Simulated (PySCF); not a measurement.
Excitations are Tamm–Dancoff values on a coarser integration grid.

Z-matrix (Å, degrees):
```
Si
H 1 1.4697
H 1 1.4697 2 112.95
Cl 1 2.0532 2 108.45 3 120.25
Cl 1 2.0532 2 108.45 3 -120.25
```
Charge 0, multiplicity 1.

Question: Give the HOMO–LUMO gap, S1–T1 gap (TDA), HOMO, S1 oscillator strength and total energy at the level PBE-D3(BJ)/def2-TZVPD // B3LYP-D3(BJ)/def2-TZVPD in PySCF 2.14.0.

Answer: 
```yaml
HOMO–LUMO gap: 6.58 eV
S1–T1 gap (TDA): 0.29 eV
HOMO: -7.79 eV
S1 oscillator strength: 0.011
total_energy: -1210.7042 Ha
```
